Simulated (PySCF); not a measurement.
F3Sb, SMILES [F][Sb+]([F])[F], charge +1, multiplicity 2.

Geometry: PBE-D3(BJ)/def2-SVP. The def2 effective core potentials stand for the cores of Sb; spin–orbit coupling is left out.

These are PBE-D3(BJ)/def2-SVP (PySCF) values and carry that method's errors.

Frequencies are harmonic and unscaled.

Modes within 1.5 cm⁻¹ of each other (mostly degenerate sets) share a row, with their intensities summed.

### Question
Estimate the vibrational spectrum. (The exact figures need the calculation; the answer reports its results.)

### Answer

```
mode  ν (cm⁻¹)  IR (km/mol)  moving atoms (share of kinetic energy)
----  --------  -----------  --------------------------------------
1–2        146         15.9                          F 92 %, Sb 8 %
3          162         16.8                         F 75 %, Sb 25 %
4          606          3.6                                  F 93 %
5–6        628         35.5                         F 83 %, Sb 17 %
```
